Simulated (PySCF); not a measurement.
An unknown is described by computed data only.

Elements present: B, C, H and N. Monoisotopic mass: 143.1594 u.

- 1H NMR: chemical shifts (computed TMS as zero) by class: 2.47 (18 H) ppm [GIAO PBE0/pcSseg-1]
- 13C NMR: chemical shifts (computed TMS as zero) by class: 40.1 (6 C) ppm [GIAO PBE0/pcSseg-1]
- NMR, other nuclei: isotropic shieldings of nuclei other than C and H, by class: 73 (1 B), 211 (3 N) ppm [GIAO PBE0/pcSseg-1]
- Dipole: 0.00 D [PBE0/pcSseg-1]
- Rotational structure: rotational constants A, B, C: 1.314, 1.311, 0.758 GHz [PBE0-D3(BJ)/def2-SVP]

Electronic properties: PySCF, gas phase, density fitting. Levels stand in brackets. Isolated species at its PBE0-D3(BJ)/def2-SVP geometry, gas phase. NMR values are class means; diastereotopic atoms form classes of their own.

Q: Which formula fits the mass and the elements?

A: C6H18BN3 (calculated 143.1594). Within 0.0003 u, C5H14B5N would fit the mass too; the spectra decide.

Q: What is the compound? Reason from the data.

A: Numbering: `[CH3:1][N:2]([CH3:3])[B:4]([N:5]([CH3:6])[CH3:7])[N:8]([CH3:9])[CH3:10]`. 6 carbons fall into 1 class: N-methyl carbon [C1/C3/C6/C7/C9/C10] (40.1 ppm, 6 C). All hydrogens form one class (2.47 ppm): methyl hydrogen. The other shieldings belong to: 73 ppm, three-coordinate boron [B4]; 211 ppm, boron-bound nitrogen [N2/N5/N8]. The vanishing dipole is forced by symmetry. The optimised geometry has point group D3 and is an oblate symmetric top (the spread among constants that symmetry makes equal is optimisation noise). Structure: `CN(C)B(N(C)C)N(C)C`. The assignments are read from this structure; whether some other isomer fits the data as well wasn't checked.

Conformer computed: `[CH3:1][N:2]([CH3:3])[B:4]([N:5]([CH3:6])[CH3:7])[N:8]([CH3:9])[CH3:10]`: C1–N2–B4–N5 147°, N2–B4–N5–C6 -33°, N2–B4–N8–C9 -33°.
